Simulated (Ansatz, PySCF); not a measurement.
Breaking the C3–H4 bond in CH4Si (SMILES C[SiH]) (multiplicity 1 held, fragments rigid). Energies count from the point at 1.090 Å.
Geometry at that point (charge 0, multiplicity 1):
| atom | x (Å) | y (Å) | z (Å) |
|---|---|---|---|
| Si | -0.4428 | -0.3373 | 0.5178 |
| H | -1.4299 | -0.7004 | -0.5909 |
| C | 0.7708 | 0.5441 | -0.6507 |
| H | 1.6471 | 0.9486 | -0.1444 |
| H | 0.2562 | 1.3587 | -1.1749 |
| H | 1.1017 | -0.1488 | -1.4339 |

Unrestricted levels (U-) break spin symmetry where that is lower. Active spaces are followed from a long bond inwards. Curves can end on different states.

Frozen-core correlation. Rows in 6-31G* carry no dispersion term and start afresh at each structure (6-31G* with six Cartesian d functions). MP2/6-31G* freezes PySCF's default core.

Run with Ansatz (a program for electronic structure) with Gaussian orbitals; PySCF for 6-31G* rows. Values without a source in brackets are computed.

### Question
Give the energy at R = 3.488 Å at the level R-MP2/6-31G*.

### Answer
145.0 kcal/mol

Doubts at one or more of the structures used: a restricted determinant that unrestricted orbitals would lower (R-MP2/6-31G*).
